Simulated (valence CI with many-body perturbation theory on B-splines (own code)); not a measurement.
**E1 transitions of Ge+**

Computed by valence CI with perturbative core correlation (CI+MBPT): three valence electrons over a frozen Dirac-Fock core [Ar] 3d10, a basis of 11 s, 11 p, 10 d, 8 f, 5 g, 2 h functions for each j, with the one-electron correlation potential Σ1, the two-electron term Σ2, the three-electron term Σ3, Breit, model QED; selected CI, second order for the rest (own B-spline code, finite nucleus).

Against 19 measured levels this calculation errs by 286 cm⁻¹ on average and by 493 at most. These come from a selection out of the NIST Handbook of Basic Atomic Spectroscopic Data. Levels without a partner in it may be off by more.

Lines 1 to 50 of 229 in falling wavelength, among levels below 118305 cm⁻¹, chosen from the strongest by gf and those to the six lowest levels. Wavelengths and rates use the calculated energies, so an error of 300 cm⁻¹ moves a line at 15970 Å by 4.8 % and its rate by three times that or more. Electric multipoles are in the length gauge, E1 and E2 with the static RPA response of the core. Weak lines are less certain than strong ones. Lines between different terms over intervals too small for the method are left out, as are lines whose strength nearly cancels. The highest levels of a list are the least certain.

| λ vac (Å) | λ from measured levels | Upper | Lower | A (s⁻¹) | S (a.u.) with core polarisation | S without |
| --- | --- | --- | --- | --- | --- | --- |
| 47000 |  | 4s2 9s 2S_1/2 | 4s2 8p 2P°_3/2 | 3.71e+06 | 3.80e+02 | 3.80e+02 |
| 46030 |  | 4s2 9s 2S_1/2 | 4s2 8p 2P°_1/2 | 1.88e+06 | 1.81e+02 | 1.81e+02 |
| 32390 |  | 4s2 7p 2P°_1/2 | 4s2 7s 2S_1/2 | 4.61e+06 | 1.55e+02 | 1.55e+02 |
| 31630 |  | 4s2 7p 2P°_3/2 | 4s2 7s 2S_1/2 | 4.89e+06 | 3.06e+02 | 3.06e+02 |
| 28080 |  | 4s2 8s 2S_1/2 | 4s2 7p 2P°_3/2 | 8.51e+06 | 1.86e+02 | 1.86e+02 |
| 27500 |  | 4s2 8s 2S_1/2 | 4s2 7p 2P°_1/2 | 4.33e+06 | 8.89e+01 | 8.89e+01 |
| 20440 |  | 4s2 7d 2D_3/2 | 4s2 7p 2P°_3/2 | 1.56e+06 | 2.63e+01 | 2.63e+01 |
| 20390 |  | 4s2 7d 2D_5/2 | 4s2 7p 2P°_3/2 | 9.32e+06 | 2.34e+02 | 2.34e+02 |
| 20130 |  | 4s2 7d 2D_3/2 | 4s2 7p 2P°_1/2 | 7.73e+06 | 1.25e+02 | 1.25e+02 |
| 19150 |  | 4s2 6f 2F°_7/2 | 4s2 5g 2G_9/2 | 3.08e+05 | 8.54e+00 | 8.54e+00 |
| 19150 |  | 4s2 6f 2F°_7/2 | 4s2 5g 2G_7/2 | 8.80e+03 | 2.44e-01 | 2.44e-01 |
| 19150 |  | 4s2 6f 2F°_5/2 | 4s2 5g 2G_7/2 | 3.16e+05 | 6.58e+00 | 6.58e+00 |
| 18720 |  | 4s2 7d 2D_3/2 | 4s2 5f 2F°_5/2 | 6.46e+05 | 8.36e+00 | 8.36e+00 |
| 18680 |  | 4s2 7d 2D_5/2 | 4s2 5f 2F°_5/2 | 2.99e+04 | 5.77e-01 | 5.77e-01 |
| 18680 |  | 4s2 7d 2D_5/2 | 4s2 5f 2F°_7/2 | 5.97e+05 | 1.15e+01 | 1.15e+01 |
| 18320 |  | 4s2 6h 2H°_9/2 | 4s2 5g 2G_9/2 | 5.96e+05 | 1.81e+01 | 1.81e+01 |
| 18320 |  | 4s2 6h 2H°_11/2 | 4s2 5g 2G_9/2 | 2.68e+07 | 9.77e+02 | 9.77e+02 |
| 18320 |  | 4s2 6h 2H°_9/2 | 4s2 5g 2G_7/2 | 2.62e+07 | 7.96e+02 | 7.96e+02 |
| 17760 |  | 4s2 6g 2G_7/2 | 4s2 5f 2F°_5/2 | 1.58e+07 | 3.51e+02 | 3.51e+02 |
| 17760 |  | 4s2 6g 2G_9/2 | 4s2 5f 2F°_7/2 | 1.64e+07 | 4.54e+02 | 4.54e+02 |
| 17760 |  | 4s2 6g 2G_7/2 | 4s2 5f 2F°_7/2 | 5.87e+05 | 1.30e+01 | 1.30e+01 |
| 17610 |  | 4s2 6f 2F°_7/2 | 4s2 6d 2D_5/2 | 1.21e+07 | 2.60e+02 | 2.60e+02 |
| 17610 |  | 4s2 6f 2F°_5/2 | 4s2 6d 2D_5/2 | 8.04e+05 | 1.30e+01 | 1.30e+01 |
| 17550 |  | 4s2 6f 2F°_5/2 | 4s2 6d 2D_3/2 | 1.12e+07 | 1.80e+02 | 1.80e+02 |
| 16600 |  | 4s2 8p 2P°_1/2 | 4s2 6d 2D_3/2 | 4.82e+05 | 2.18e+00 | 2.18e+00 |
| 16530 |  | 4s2 8p 2P°_3/2 | 4s2 6d 2D_5/2 | 3.69e+05 | 3.29e+00 | 3.30e+00 |
| 16480 |  | 4s2 8p 2P°_3/2 | 4s2 6d 2D_3/2 | 3.89e+04 | 3.43e-01 | 3.44e-01 |
| 15970 | 15330 | 4s 4p2 2S_1/2 | 4s2 5p 2P°_3/2 | 4.92e+00 | 1.98e-05 | 6.27e-05 |
| 15810 |  | 4s2 6p 2P°_1/2 | 4s2 6s 2S_1/2 | 1.55e+07 | 6.04e+01 | 6.05e+01 |
| 15460 |  | 4s2 6p 2P°_3/2 | 4s2 6s 2S_1/2 | 1.64e+07 | 1.20e+02 | 1.20e+02 |
| 15110 | 14530 | 4s 4p2 2S_1/2 | 4s2 5p 2P°_1/2 | 7.87e+01 | 2.68e-04 | 3.33e-04 |
| 14910 |  | 4s2 7s 2S_1/2 | 4s2 6p 2P°_3/2 | 2.32e+07 | 7.57e+01 | 7.57e+01 |
| 14590 |  | 4s2 7s 2S_1/2 | 4s2 6p 2P°_1/2 | 1.18e+07 | 3.61e+01 | 3.61e+01 |
| 13400 |  | 4s2 9s 2S_1/2 | 4s2 7p 2P°_3/2 | 3.65e+06 | 8.67e+00 | 8.67e+00 |
| 13260 |  | 4s2 9s 2S_1/2 | 4s2 7p 2P°_1/2 | 1.88e+06 | 4.33e+00 | 4.32e+00 |
| 12320 | 12200 | 4s2 4f 2F°_5/2 | 4s 4p2 2P_3/2 | 3.09e+04 | 1.71e-01 | 1.71e-01 |
| 11830 |  | 4s2 8p 2P°_1/2 | 4s2 7s 2S_1/2 | 2.68e+05 | 4.38e-01 | 4.40e-01 |
| 11770 |  | 4s2 8p 2P°_3/2 | 4s2 7s 2S_1/2 | 3.58e+05 | 1.15e+00 | 1.15e+00 |
| 11500 |  | 4s2 6p 2P°_1/2 | 4s 4p2 2P_3/2 | 2.13e+04 | 3.21e-02 | 3.23e-02 |
| 11310 |  | 4s2 6p 2P°_3/2 | 4s 4p2 2P_3/2 | 8.53e+03 | 2.44e-02 | 2.38e-02 |
| 10940 |  | 4s2 6d 2D_3/2 | 4s2 6p 2P°_3/2 | 4.95e+06 | 1.28e+01 | 1.28e+01 |
| 10920 |  | 4s2 6d 2D_5/2 | 4s2 6p 2P°_3/2 | 2.96e+07 | 1.14e+02 | 1.14e+02 |
| 10770 |  | 4s2 6d 2D_3/2 | 4s2 6p 2P°_1/2 | 2.47e+07 | 6.09e+01 | 6.09e+01 |
| 10200 |  | 4s2 6p 2P°_1/2 | 4s 4p2 2P_1/2 | 1.87e+04 | 1.96e-02 | 1.99e-02 |
| 10140 |  | 4s2 6d 2D_3/2 | 4s2 4f 2F°_5/2 | 1.15e+06 | 2.36e+00 | 2.36e+00 |
| 10120 |  | 4s2 6d 2D_5/2 | 4s2 4f 2F°_5/2 | 5.30e+04 | 1.63e-01 | 1.63e-01 |
| 10120 |  | 4s2 6d 2D_5/2 | 4s2 4f 2F°_7/2 | 1.06e+06 | 3.25e+00 | 3.26e+00 |
| 10050 |  | 4s2 6p 2P°_3/2 | 4s 4p2 2P_1/2 | 4.12e+04 | 8.25e-02 | 8.23e-02 |
| 9673 |  | 4s2 5g 2G_7/2 | 4s2 4f 2F°_5/2 | 6.64e+07 | 2.37e+02 | 2.37e+02 |
| 9673 |  | 4s2 5g 2G_7/2 | 4s2 4f 2F°_7/2 | 2.46e+06 | 8.79e+00 | 8.79e+00 |
